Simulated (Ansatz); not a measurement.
`[F][GeH]([F])[GeH3]` → `[F][GeH2][F]` + `[GeH2]` at 700 K and 1 bar (germylene loss).

Computed with Ansatz on PBE0-D4/def2-TZVP structures; ΔE is electronic, products minus reactants. CBS: MP2 limit from def2 TZ/QZ plus the TZ coupled-cluster correction, frozen cores. For Ge outer-core shells are correlated without core-valence functions, which leaves a few kJ/mol of doubt a bond. Scalar relativity is left out up to krypton.

```
              species  CCSD(T)/CBS energy (Eh)  H − E (kJ/mol)  S (J/(mol·K))
`[F][GeH]([F])[GeH3]`              -4354.28742           167.4          468.9
       `[F][GeH2][F]`              -2276.96403            97.5          340.8
             `[GeH2]`              -2077.24753            54.8          253.9
```

H − E and S are ideal-gas, rigid-rotor, harmonic terms from PBE0-D4/def2-TZVP. 1 Eh = 2625.50 kJ/mol, R = 8.31446 J/(mol·K).

Task: By hand: ΔE, ΔH, ΔS and ΔG.

Result: ΔE = (-2276.96403) + (-2077.24753) − (-4354.28742) = 0.07586 Eh = 199.2 kJ/mol. Δ(H − E) = 97.5 + 54.8 − 167.4 = -15.1, so ΔH = 184.1 kJ/mol. ΔS = 340.8 + 253.9 − 468.9 = 125.8 J/(mol·K). ΔG = 184.1 − 700 × (125.8)/1000 = 96.0 kJ/mol.

Task: By hand: the equilibrium constant, and the temperature at which ΔG would vanish if ΔH and ΔS stayed fixed.

Result: log₁₀ K = −ΔG/(RT ln 10) = -7.2. ΔG = 0 at ΔH/ΔS = 1463 K.

The number of gas molecules changes by +1, which sets the sign of ΔS. A doubt of 5 kJ/mol in ΔE shifts log₁₀ K by 0.4 here. These are equilibria of isolated gas molecules and say nothing of rates. Largest T1 diagnostic: 0.012 (customary marks: 0.02 for closed shells, 0.045 for open ones).
